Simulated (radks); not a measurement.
Excited configurations of the promethium ion Pm3+: one electron is placed in a higher orbital outside [Xe] 4f3. The ground configuration is [Xe] 4f4. Calculated with a radial shooting solver on a logarithmic mesh with Libxc functionals: Dirac Kohn-Sham, PBE, spin-unpolarised, spherical densities, point nucleus; open shells are shared between the two j in proportion to 2j + 1. Excitation = E - E(ground); binding = E(ion) - E, where the ion is the core of charge +4; n* = 4/sqrt(2 binding) in atomic units, and the quantum defect is n - n*. Eigenvalue and <r> are those of j = l + 1/2.

| outer orbital | excitation (eV) | binding (eV) | n* | eigenvalue (eV) |
|---|---|---|---|---|
| 5f | 26.739 | 14.281 | 3.904 | -11.807 |
| 6s | 13.643 | 27.376 | 2.820 | -23.957 |
| 6p | 18.883 | 22.136 | 3.136 | -19.050 |
| 6d | 25.610 | 15.409 | 3.759 | -13.412 |
| 6f | 31.597 | 9.422 | 4.807 | -8.164 |
| 7s | 26.084 | 14.935 | 3.818 | -13.329 |
| 7p | 28.222 | 12.798 | 4.124 | -11.270 |
| 7d | 31.314 | 9.705 | 4.736 | -8.553 |
| 7f | 34.446 | 6.573 | 5.755 | -5.810 |

The Delta-SCF ionisation energy is 41.019 eV (NIST Atomic Spectra Database: 41.2 eV, semi-empirical). Self-interaction in the functional shifts the binding energies and quantum defects, so they are the method's values and not measured ones. Spin polarisation and multiplet splitting are left out, so open shells lie too high by an amount that depends on their filling. Sharing an open shell by 2j + 1 raises it above the true ground level by a part of the spin-orbit splitting, which enters the differences from NIST.

Beside tabulated values, note that spin-unpolarised runs miss the spin-polarisation part of the exchange energy of open shells.
